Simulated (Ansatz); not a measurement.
C$_{2}$H$_{6}$Ge (`C[CH2][GeH]`), relaxed with RKS PBE0-D4/def2-TZVP in Ansatz 0.2.0 from a PBE-D4/def2-SVP geometry. The force threshold is 0.005 eV/Å; the program also tests the step.

Charge 0, multiplicity 1.

Start:

```xyz
9

C     0.667    0.680    0.195
C    -0.621    0.084   -0.375
Ge   -0.829   -1.910   -0.552
H     0.605    1.784    0.310
H     1.537    0.474   -0.463
H     0.906    0.250    1.189
H    -0.915    0.563   -1.334
H    -1.485    0.290    0.312
H     0.135   -2.216    0.717
```

| step | energy (eV) | largest force (eV/Å) | largest move (Å) |
| --- | --- | --- | --- |
| 1 | -58679.8472 | 0.452 | 0.000 |
| 2 | -58679.8768 | 0.160 | 0.029 |
| 3 | -58679.8787 | 0.049 | 0.028 |
| 4 | -58679.8796 | 0.015 | 0.014 |
| 5 | -58679.8796 | 0.014 | 0.001 |
| 6 | -58679.8797 | 0.021 | 0.018 |
| 7 | -58679.8798 | 0.010 | 0.003 |
| 8 | -58679.8799 | 0.006 | 0.016 |
| 9 | -58679.8799 | 0.004 | 0.011 |

End:

```xyz
9

C     0.662    0.670    0.190
C    -0.628    0.087   -0.369
Ge   -0.775   -1.891   -0.567
H     0.600    1.756    0.312
H     1.510    0.471   -0.469
H     0.900    0.235    1.163
H    -0.908    0.561   -1.315
H    -1.468    0.296    0.317
H     0.107   -2.185    0.737
```

Run time 7 s (4 threads of an AMD EPYC 9R45 on a shared host); peak host memory 0.33 GiB.
